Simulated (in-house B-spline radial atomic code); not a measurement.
Atomic self-consistent-field run: Ar4+. Level of theory: non-relativistic PW91, spin-polarised, spherical fractional occupations, point nucleus; calculated with a B-spline radial code for spherical atoms.

Command:
```bash
python run_scf.py task.json out
```
Settings:
```
Z                18
configuration    [Ne] 3s2 3p2
hamiltonian      nr
method           pw91,pw91
spin_polarised   True
```

Output (hartree, bohr):
```
 radial grid: 44 intervals, B-splines of order 8, outer radius 14.6809 bohr

 iter        energy (Eh)    residual
    1        -520.228940    3.38e-01
    2        -522.002306    1.54e-01
    3        -522.236379    4.80e-02
    4        -522.260996    1.45e-02
    5        -522.263383    6.00e-03
    6        -522.263765    8.71e-05
    7        -522.263765    1.18e-05
    8        -522.263765    2.36e-07
    9        -522.263765    4.60e-09

 total energy                      -522.26377
 kinetic                             521.7624
 electron-nucleus                  -1208.8942
 Hartree                             193.8518
 exchange-correlation                -28.9838

 orbital      occ     eigenvalue          <r>       <r^2>       <1/r>       <r^4>     <1/r^2>       r_max
 1s up      1.000      -116.8141    0.0861994  0.00998208     17.5458 0.000256067     621.265     0.05654
 1s down    1.000      -116.7934    0.0861879  0.00997934     17.5477 0.000255935     621.378     0.05653
 2s up      1.000       -13.3374     0.415239    0.204462     3.53459   0.0746777     51.5957        0.34
 2s down    1.000       -13.3171     0.414949    0.204044     3.53483    0.074146     51.5738      0.3402
 2p up      3.000       -10.9714     0.375632    0.175139     3.45689   0.0645587     16.6312      0.2806
 2p down    3.000       -10.9438     0.375422    0.174779     3.45663   0.0640126     16.6241      0.2809
 3s up      1.000        -3.0446      1.25501     1.79633     1.10913     4.95762     7.55938       1.118
 3s down    1.000        -2.9109      1.26127     1.81959     1.10694     5.14521     7.55588       1.116
 3p up      2.000        -2.4622      1.33019     2.04365     1.02065     6.68297     2.32701       1.166
```

Cost of the run: 0.07 s on 1 thread of Arm Neoverse V2, with other jobs on the host.
